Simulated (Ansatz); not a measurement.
Born–Oppenheimer molecular dynamics of C4H9B (14 atoms, charge 0, multiplicity 1). It starts from a relaxed structure.

The calculation used RKS B3LYP-D4/6-31G (Ansatz 0.2.0).

```json
{"ensemble": "NVT, Langevin thermostat", "time step": "0.5 fs", "steps asked": "166", "set temperature": "100 K", "friction": "0.02 /fs", "seed": "676079"}
```

First frame:

```xyz
14
Properties=species:S:1:pos:R:3
C -1.385 2.251 1.054
C -1.188 0.930 0.859
B -0.039 0.398 -0.031
C 0.214 -1.137 -0.248
C 1.499 -1.524 -1.004
H -0.741 2.988 0.579
H -2.177 2.650 1.685
H -1.865 0.234 1.363
H 0.661 1.214 -0.573
H -0.669 -1.532 -0.786
H 0.173 -1.650 0.729
H 1.595 -2.610 -1.128
H 2.390 -1.172 -0.470
H 1.518 -1.070 -2.002
```

(1) How far do the bonds stretch over the last three quarters of this one trajectory? (Pairs bonded in most of those frames.)

Results:

(1) 
```
  bond  mean (Å)  spread (Å)  shortest  longest
 C1–C2     1.350       0.007      1.34     1.36
 C1–H6     1.089       0.010      1.07     1.11
 C1–H7     1.090       0.024      1.05     1.14
 C2–B3     1.539       0.014      1.51     1.56
 C2–H8     1.092       0.017      1.07     1.12
 B3–C4     1.570       0.014      1.55     1.60
 B3–H9     1.207       0.032      1.14     1.27
 C4–C5     1.538       0.022      1.50     1.57
C4–H10     1.110       0.019      1.07     1.15
C4–H11     1.105       0.016      1.07     1.14
C5–H12     1.098       0.009      1.08     1.11
C5–H13     1.100       0.028      1.05     1.15
C5–H14     1.099       0.021      1.06     1.13
```

Mean temperature of the second half: 108 K. A run of 0.083 ps of so small a system gives no equilibrium averages. Limits of this set-up: no polarisation functions.

The run took 3.5 min on 1 thread of AMD EPYC 9R45 96-Core Processor (Zen 5), on a shared host, peak memory 0.15 GiB.
